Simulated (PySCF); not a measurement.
Isomers of C7H6N2S.

All values: PBE0/pcSseg-1 (PySCF) at GFN2-xTB geometries, gas phase, one conformer each.

**Question.** Rank by the highest IAO charge on any atom, highest value first.
A. `c1(cccc2snnc21)C`
B. `[CH:1]#[C:2][c:3]1[cH:4][n:5][n:6][cH:7][c:8]1[S:9][CH3:10]` with C7–C8–S9–C10 177°
C. `[N:1]#[C:2][c:3]1[cH:4][cH:5][cH:6][c:7]([SH:8])[c:9]1[NH2:10]` with C6–C7–S8–H -132°
D. `[CH2:1]=[N:2][c:3]1[cH:4][s:5][c:6]2[cH:7][cH:8][nH:9][c:10]12` with C1–N2–C3–C4 -29°

**Answer.** A (+0.411 e), D (+0.322 e), C (+0.285 e), B (+0.209 e).

**Question.** Rank by LUMO energy, lowest first.
A. `[N:1]#[C:2][c:3]1[cH:4][cH:5][cH:6][c:7]([SH:8])[c:9]1[NH2:10]` with C6–C7–S8–H -132°
B. `[CH:1]#[C:2][c:3]1[cH:4][n:5][n:6][cH:7][c:8]1[S:9][CH3:10]` with C7–C8–S9–C10 177°
C. `[CH2:1]=[N:2][c:3]1[cH:4][s:5][c:6]2[cH:7][cH:8][nH:9][c:10]12` with C1–N2–C3–C4 -29°
D. `CC1=C2N=NSC2=CC=C1`

**Answer.** B (-2.01 eV), D (-1.83 eV), A (-1.51 eV), C (-1.29 eV).

**Question.** Rank by the lowest IAO charge on any atom, highest value first.
A. `[CH2:1]=[N:2][c:3]1[cH:4][s:5][c:6]2[cH:7][cH:8][nH:9][c:10]12` with C1–N2–C3–C4 -29°
B. `Cc1cccc2snnc12`
C. `[CH:1]#[C:2][c:3]1[cH:4][n:5][n:6][cH:7][c:8]1[S:9][CH3:10]` with C7–C8–S9–C10 177°

**Answer.** A (-0.355 e), B (-0.427 e), C (-0.503 e).

All values together:

| SMILES | μ (D) | HOMO (eV) | LUMO (eV) | lowest IAO charge (e) | highest IAO charge (e) | lowest Hirshfeld charge (e) | highest Hirshfeld charge (e) |
| --- | --- | --- | --- | --- | --- | --- | --- |
| Cc1cccc2snnc12 | 3.55 | -7.15 | -1.83 | -0.427 (C) | +0.411 (S) | -0.114 (C) | +0.144 (S) |
| N#Cc1cccc(S)c1N | 2.87 | -6.66 | -1.51 | -0.493 (N) | +0.285 (H) | -0.225 (N) | +0.131 (H) |
| C=Nc1csc2cc[nH]c12 | 1.75 | -5.82 | -1.29 | -0.355 (C) | +0.322 (S) | -0.147 (N) | +0.157 (H) |
| C#Cc1cnncc1SC | 5.63 | -6.82 | -2.01 | -0.503 (C) | +0.209 (H) | -0.116 (N/C) | +0.101 (H) |

Conformers: `[N:1]#[C:2][c:3]1[cH:4][cH:5][cH:6][c:7]([SH:8])[c:9]1[NH2:10]` with C6–C7–S8–H -132°; `[CH2:1]=[N:2][c:3]1[cH:4][s:5][c:6]2[cH:7][cH:8][nH:9][c:10]12` with C1–N2–C3–C4 -29°; `[CH:1]#[C:2][c:3]1[cH:4][n:5][n:6][cH:7][c:8]1[S:9][CH3:10]` with C7–C8–S9–C10 177°.
